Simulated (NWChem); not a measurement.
System: silanone (SiH2O); SMILES O=[SiH2]

Input file for NWChem:

```
start job
memory heap 200 mb stack 900 mb global 1100 mb
geometry units angstroms noautoz
  Si     0.000000     0.000000    -0.436952
  O      0.000000     0.000000     1.095095
  H      0.000000    -1.235351    -1.273402
  H      0.000000     1.235351    -1.273402
end
basis spherical
  * library def2-svp
end
dft
  xc xcamb88 1.00 lyp 0.81 vwn_5 0.19 hfexch 1.00
  cam 0.33 cam_alpha 0.19 cam_beta 0.46
  iterations 150
  vectors input atomic output neutral.movecs
end
task dft energy
charge 1
dft
  odft
  mult 2
  vectors input atomic output cation.movecs
end
task dft energy
```

Coordinates come from a PBE0/def2-SVP optimisation.

Ions are spin-unrestricted doublets at the neutral geometry; other ion states weren't tried.

Task: What results follow from this input? (CAM-B3LYP/def2-SVP, vertical spin-unrestricted ions.) Quantities: basis functions; vertical ionisation energy, ΔSCF (eV); −ε(HOMO) (eV).

Result: The number of basis functions is 42. The vertical ionisation energy, ΔSCF (eV) is 10.61 and the −ε(HOMO) (eV) is 9.45.
